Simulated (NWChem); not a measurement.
Species: GeBrF, singlet; SMILES [Br][Ge][F]

```xyz
3

Ge     0.4214     0.9887     0.0000
F     -1.2216     1.6540     0.0000
Br    -0.0712    -1.3293     0.0000
```
Atoms are numbered in this order, from 1.

Program: NWChem. Low-valent species are run as closed-shell singlets; no triplet was tried in these runs. Geometry: optimised at PBE-D3(BJ)/def2-SVP.

### Question
Order these by “orbital gap (eV)”, lowest first: N12/def2-SVP; LC-BLYP (range parameter 0.33 per bohr)/def2-SVP; B3LYP/def2-SVP.

### Answer
N12/def2-SVP (3.31), B3LYP/def2-SVP (4.74), LC-BLYP (range parameter 0.33 per bohr)/def2-SVP (9.24)
